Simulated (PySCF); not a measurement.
Cl2HOTi, SMILES [OH][Ti+]([Cl])[Cl], charge +1, multiplicity 1.

The structure is a stationary point at B3LYP-D3(BJ)/def2-SVP. The spin state was assumed, not searched. The isomer is the one that the SMILES or the coordinates give; other isomers of the formula were not compared. Other conformers were not sampled.

Level of theory: TDA-PBE/def2-SVPD in PySCF.

Vertical excitations. Gas-phase values at a fixed geometry. State labels are in the subgroup Cs.

Task: Give excitation energies, oscillator strengths and character. (An estimate is asked for; the answer gives what the named calculation found.)

Result: 
```
state  symmetry  energy (eV)  λ (nm)      f                                                 main pairs
-----  --------  -----------  ------  -----  ---------------------------------------------------------
S1           A"         2.80     442  0.001                                             HOMO→LUMO 99 %
S2           A'         3.27     379  0.000                                           HOMO→LUMO+1 97 %
S3           A"         3.40     365  0.004                         HOMO−1→LUMO 81 %, HOMO→LUMO+2 15 %
S4           A'         3.46     359  0.003                                           HOMO−2→LUMO 91 %
S5           A"         3.67     338  0.008                       HOMO→LUMO+2 72 %, HOMO−2→LUMO+1 16 %
S6           A'         3.81     325  0.005                       HOMO−3→LUMO 78 %, HOMO−1→LUMO+1 19 %
S7           A"         4.02     309  0.008  HOMO−2→LUMO+1 58 %, HOMO−1→LUMO+2 23 %, HOMO−3→LUMO+1 9 %
S8           A'         4.06     306  0.005   HOMO−1→LUMO+1 55 %, HOMO−3→LUMO 13 %, HOMO−3→LUMO+2 10 %
S9           A"         4.09     303  0.002                     HOMO−1→LUMO+2 61 %, HOMO−3→LUMO+1 31 %
S10          A'         4.15     299  0.003                                         HOMO−2→LUMO+2 94 %
T1           A"         2.72     456      0                                             HOMO→LUMO 99 %
T2           A'         3.11     399      0                                           HOMO→LUMO+1 99 %
T3           A"         3.14     395      0                                           HOMO−1→LUMO 93 %
T4           A'         3.19     388      0                       HOMO−2→LUMO 77 %, HOMO−1→LUMO+1 13 %
```
Triplets are in the Tamm–Dancoff approximation.
